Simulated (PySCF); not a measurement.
## Dipole response of Co²¹⁺ (cobalt, charge +21)

[He] 2s2 2p2, high-spin 3P determinant. All numbers are calculated (PySCF 2.14, the spin-free X2C one-electron Hamiltonian (Gaussian nucleus), in an even-tempered Gaussian basis (19 s from 4.6 bohr⁻², ratio 2.2; 11 p from 6 bohr⁻², ratio 2.2; 6 d from 26 bohr⁻², ratio 2.4; 5 f from 39 bohr⁻², ratio 2.4; 4 g from 58 bohr⁻², ratio 2.4)). Coupled (time-dependent) response in atomic units; α is the mean over directions.

```json
{"method": "UHF", "mean α (bohr³)": "0.01061", "α xx, yy, zz": "0.01299, 0.009414, 0.009414", "C₆ (like pair)": "0.0004360", "S(−4)": "0.0006947"}
{"method": "PBE0", "mean α (bohr³)": "0.01030", "α xx, yy, zz": "0.01281, 0.009045, 0.009045", "C₆ (like pair)": "0.0004199", "S(−4)": "0.0006441"}
```

S(−4) is the Cauchy moment in α(ω) = α(0) + S(−4) ω² + …

α(iu) at PBE0:

```csv
u (hartree),α(iu) (bohr³)
0,0.01030
0.500,0.01014
1.00,0.009702
2.00,0.008313
3.00,0.006806
4.00,0.005534
5.00,0.004560
7.50,0.003093
10.0,0.002369
15.0,0.001720
25.0,0.001241
```

A single London oscillator, α(iu) = α/(1 + u²/ω²), gives C₆ = (3/4) ω α². Matching the computed C₆ needs ω = 4 × 0.0004199 / (3 × 0.01030²) = 5.28 hartree.

For an ion, C₆ is the dispersion term alone; charge-induced terms of lower order in 1/R come first.

The components differ because the open shell of this determinant is not spherical; for a pure term their mean is the scalar polarisability.
